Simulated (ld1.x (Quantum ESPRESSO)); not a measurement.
Scattering properties, PAW potential for Cr

Cr, PAW, made with ld1.x (Quantum ESPRESSO) 7.5 (PBEsol, fully relativistic). Core [Ne], reference 3s2 3p6 3d5 4s0.5 4p0 (charge +0.5). Waves: 3s (bound): rcut 1.40, rcutus 1.75 bohr; 4s (bound): rcut 1.40, rcutus 1.75 bohr; 3p (bound): rcut 1.35, rcutus 1.50 bohr; 4p (bound, empty): rcut 1.35, rcutus 1.50 bohr; 3d (bound): rcut 1.45, rcutus 1.65 bohr; 3d channel at 0.15 Ry: rcut 1.45, rcutus 1.65 bohr. Local part: all-electron potential smoothed inside 1.40 bohr (lloc = -1). Core correction: Bessel-smoothed model core inside 0.85 bohr. Augmentation charge: PSQ, inside the norm-conserving radii.

Open shells are filled in proportion to 2j + 1 (rel_dist='average').

The phase is arctan(r·u′/u) with u = r·R(r), unwrapped; energies in Ry, scanned from -8 to 5 Ry. A pole is an energy at which the radial function vanishes at the test radius. The pseudo phase is shifted by a multiple of π to meet the all-electron one at the reference energy, and phase errors are pseudo minus all-electron; the curves can meet again beyond the range given. Levels narrower than the energy grid can be missing from the lists of poles.

| channel | radius (bohr) | reference energy (Ry) | poles, all-electron | poles, pseudo | unbroken range about the reference energy with phases within 0.05 rad | phase error 1 Ry above the reference energy (rad) |
| --- | --- | --- | --- | --- | --- | --- |
| s | 1.90 | -0.50 | -5.45 | -5.45 | the whole range | +0.002 |
| p1/2 | 1.90 | -0.24 | -3.29 | -3.29 | below 2.3 | -0.001 |
| p3/2 | 1.90 | -0.24 | -3.20 | -3.20 | below 2.3 | -0.001 |
| d3/2 | 1.90 | -0.46 | 0.31 | 0.31 | the whole range | -0.000 |
| d5/2 | 1.90 | -0.45 | 0.32 | 0.32 | the whole range | -0.000 |

The ghost test of this file was not conclusive.

Phases in the p1/2 channel:

```tsv
E (Ry)	all-electron	pseudo
-8.00	1.360	1.360
-7.52	1.351	1.350
-7.04	1.339	1.338
-6.56	1.325	1.324
-6.08	1.306	1.305
-5.60	1.280	1.280
-5.12	1.240	1.239
-4.64	1.159	1.158
-4.16	0.876	0.875
-3.68	-1.125	-1.125
-3.20	-1.608	-1.608
-2.72	-1.717	-1.717
-2.24	-1.775	-1.775
-1.76	-1.819	-1.820
-1.28	-1.863	-1.863
-0.80	-1.910	-1.910
-0.32	-1.968	-1.968
0.16	-2.044	-2.044
0.64	-2.152	-2.153
1.12	-2.322	-2.325
1.60	-2.605	-2.619
2.08	-3.062	-3.100
2.56	-3.596	-3.653
3.04	-3.987	-4.042
3.52	-4.219	-4.269
4.00	-4.361	-4.407
4.48	-4.453	-4.498
4.96	-4.518	-4.564
```
